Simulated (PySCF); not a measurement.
# Structure elucidation problem

Molecular formula: C8H5NO. Simulated spectra:

¹H NMR (500 MHz, computed): δ 8.68 (d, 2H), 8.01 (t, 1H), 7.85 (m, 2H).

¹³C{¹H} NMR (computed): δ 175.7 (C), 143.9 (CH), 141.2 (C), 138.9 (CH), 135.6 (CH), 118.9 (C).

- geometry: PBE0-D3(BJ)/def2-TZVP
- B97-2/pcSseg-2 with gauge-including orbitals
- run in PySCF 2.14
- gas phase, one averaged value for each set of equivalent atoms, single conformer, non-relativistic

δ = σ(ref) − σ, references computed at the same level: ¹H and ¹³C vs TMS.

Deduce the structure.

## Answers


1. The formula gives 7 degrees of unsaturation (1 ring in the answer).
2. 6 carbon signals for 8 carbons: some carbons are equivalent by symmetry or fast rotation.
3. Carbon types of the structure: 3 × C, 5 × CH, which accounts for all hydrogens.
4. δC 175.7: acyl cyanide carbonyl carbon.
5. δC 143.9, 138.9, 135.6: aromatic CH.
6. δC 141.2: substituted aromatic carbon.
7. δC 118.9: nitrile carbon; this is the usual window of a C≡N carbon, which has no attached hydrogen.
8. δH 8.68, 8.01, 7.85: hydrogen on an aromatic CH.

These data were computed for SMILES N#CC(=O)c1ccccc1.

This is the structure that produced the data.

Shifts are as computed. Against solution values, carbons near 30 ppm lie about +3 ppm off and those near 130 ppm about +7 ppm. Of 1309 compounds with measured shifts, 239 miss one by over three times the rms of a fit or turn the order of signals round; such compounds aren't used in these exercises. No couplings were computed; multiplicities are counted from neighbouring protons, with m where these are inequivalent, close in shift, in a saturated or five-membered ring or joined by F or P, and br s for small geminal =CH2 splittings.
